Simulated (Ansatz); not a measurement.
The geometry has D3d symmetry (within 0.05 Å) and had no frequency check at the DFT level, so a distortion to lower symmetry isn't ruled out.

Species: silicene flake of 1 rings (benzene shape) `[siH]1[siH][siH][siH][siH][siH]1` (charge 0, multiplicity 1).

Computed with Ansatz (a quantum-chemistry and plane-wave program) with PBE-D3(BJ)/def2-SVP. No frequencies were computed at this level.

Ansatz 0.2 input:
```yaml
crystal:
  periodic: [false, false, false]
  atoms:
    - { symbol: Si, position_ang: [-1.902094, -1.097041, 0.301863] }
    - { symbol: Si, position_ang: [-1.869501, 1.081239, -0.2694] }
    - { symbol: Si, position_ang: [-0.001332, 2.193277, 0.318292] }
    - { symbol: Si, position_ang: [1.873019, 1.080403, -0.247377] }
    - { symbol: Si, position_ang: [1.898305, -1.09815, 0.323075] }
    - { symbol: Si, position_ang: [0.001152, -2.160886, -0.262432] }
    - { symbol: H, position_ang: [-3.121572, -1.801519, -0.154916] }
    - { symbol: H, position_ang: [-3.118402, 1.801007, 0.062087] }
    - { symbol: H, position_ang: [0.001543, 3.605902, -0.125478] }
    - { symbol: H, position_ang: [3.118057, 1.799542, 0.099284] }
    - { symbol: H, position_ang: [3.122299, -1.802951, -0.120687] }
    - { symbol: H, position_ang: [-0.001274, -3.600822, 0.07559] }
basis:
  gaussian: { orbitals: def2-svp }
hamiltonian:
  xc: pbe
  dispersion: d3bj
relax:
  max_steps: 150
  f_tol: 0.02
scf:
  lower_state_search: light
```

Output:

```
Functional definition: PBE
1524 factors; their error is unknown
mean field evaluation 1: about -47320.3398 eV, gradient 1.8e1 eV
mean field evaluation 2: about -47321.5279 eV, gradient 1.0e1 eV
mean field evaluation 4: about -47321.9700 eV, gradient 1.0e0 eV
mean field evaluation 8: about -47321.7948 eV, gradient 2.0e-2 eV
mean field evaluation 16: about -47321.7948 eV, gradient 4.0e-5 eV
mean field -47321.79483975 eV, -1739.0438844964 hartree, gradient 4.0e-5 eV, S^2 0.000000; 0 other end points of the search recorded, 0 dependent functions left out
reference -47321.79488166 eV, -1739.0438860363 hartree; 45, 45 occupied and 93, 93 virtual orbitals, 1524 factors
relax step   1: F+E_penalty+E_count = -47322.43127476 eV  Δ(F+E_penalty+E_count) = +0.000e0 eV  max|allowed force component| = 5.826e-1 eV/Å  Δτ_max = 0.0000 Å  (28 SCF iters, accepted)
these checks for a lower state are left out or cut short: starts, cluster_reference, orbital_swaps, neighbouring_geometries, increment
1524 factors; their error is unknown
mean field -47321.91979569 eV, -1739.0484765424 hartree, gradient 1.4e-5 eV, S^2 0.000000; 0 other end points of the search recorded, 0 dependent functions left out
reference -47321.91983836 eV, -1739.0484781105 hartree; 45, 45 occupied and 93, 93 virtual orbitals, 1524 factors
relax step   2: F+E_penalty+E_count = -47322.54495813 eV  Δ(F+E_penalty+E_count) = -1.137e-1 eV  max|allowed force component| = 2.222e-1 eV/Å  Δτ_max = 0.0973 Å  (31 SCF iters, accepted)
these checks for a lower state are left out or cut short: starts, cluster_reference, orbital_swaps, neighbouring_geometries, increment
1524 factors; their error is unknown
mean field -47321.92787813 eV, -1739.0487735666 hartree, gradient 2.5e-5 eV, S^2 0.000000; 0 other end points of the search recorded, 0 dependent functions left out
reference -47321.92792089 eV, -1739.0487751378 hartree; 45, 45 occupied and 93, 93 virtual orbitals, 1524 factors
relax step   3: F+E_penalty+E_count = -47322.55369418 eV  Δ(F+E_penalty+E_count) = -8.736e-3 eV  max|allowed force component| = 9.488e-2 eV/Å  Δτ_max = 0.0266 Å  (31 SCF iters, accepted)
these checks for a lower state are left out or cut short: starts, cluster_reference, orbital_swaps, neighbouring_geometries, increment
1524 factors; their error is unknown
mean field evaluation 32: about -47322.1134 eV, gradient 2.5e-2 eV
mean field -47321.93305258 eV, -1739.0489637239 hartree, gradient 1.1e-5 eV, S^2 0.000000; 0 other end points of the search recorded, 0 dependent functions left out
reference -47321.93309533 eV, -1739.0489652950 hartree; 45, 45 occupied and 93, 93 virtual orbitals, 1524 factors
relax step   4: F+E_penalty+E_count = -47322.55960775 eV  Δ(F+E_penalty+E_count) = -5.914e-3 eV  max|allowed force component| = 1.967e-2 eV/Å  Δτ_max = 0.0391 Å  (32 SCF iters, accepted)
1524 factors; their error is unknown
mean field -47321.93305258 eV, -1739.0489637239 hartree, gradient 1.0e-5 eV, S^2 0.000000; 1 other end points of the search recorded, 0 dependent functions left out
reference -47321.93309533 eV, -1739.0489652950 hartree; 45, 45 occupied and 93, 93 virtual orbitals, 1524 factors
Total energy: -47322.55965051 eV, -1739.0719907731 hartree
Atom 0 at    -1.908168    -1.100783     0.209248 Å, force     0.016906     0.009744     0.006795 eV/Å
Atom 1 at    -1.903165     1.100489    -0.224716 Å, force     0.015508    -0.008853    -0.009588 eV/Å
Atom 2 at    -0.000794     2.201459     0.225567 Å, force     0.000021    -0.019674     0.006518 eV/Å
Atom 3 at     1.906121     1.099629    -0.202909 Å, force    -0.015289    -0.008855    -0.009623 eV/Å
Atom 4 at     1.905207    -1.101667     0.230976 Å, force    -0.017147     0.009876     0.006643 eV/Å
Atom 5 at     0.000768    -2.199182    -0.219000 Å, force     0.000155     0.018140    -0.009458 eV/Å
Atom 6 at    -3.189542    -1.840605    -0.070170 Å, force    -0.012864    -0.007432    -0.000799 eV/Å
Atom 7 at    -3.189193     1.842028     0.026945 Å, force    -0.013824     0.007930     0.003684 eV/Å
Atom 8 at     0.001082     3.683107    -0.042890 Å, force     0.000026     0.014687    -0.000727 eV/Å
Atom 9 at     3.189512     1.840535     0.063660 Å, force     0.013727     0.007990     0.003716 eV/Å
Atom 10 at     3.189348    -1.842076    -0.033785 Å, force     0.012907    -0.007418    -0.000659 eV/Å
Atom 11 at    -0.000976    -3.682934     0.036974 Å, force    -0.000126    -0.016135     0.003498 eV/Å
Dipole moment:    -0.000002     0.000004    -0.001547 e Å
```

Cost: roughly 30 core-seconds.
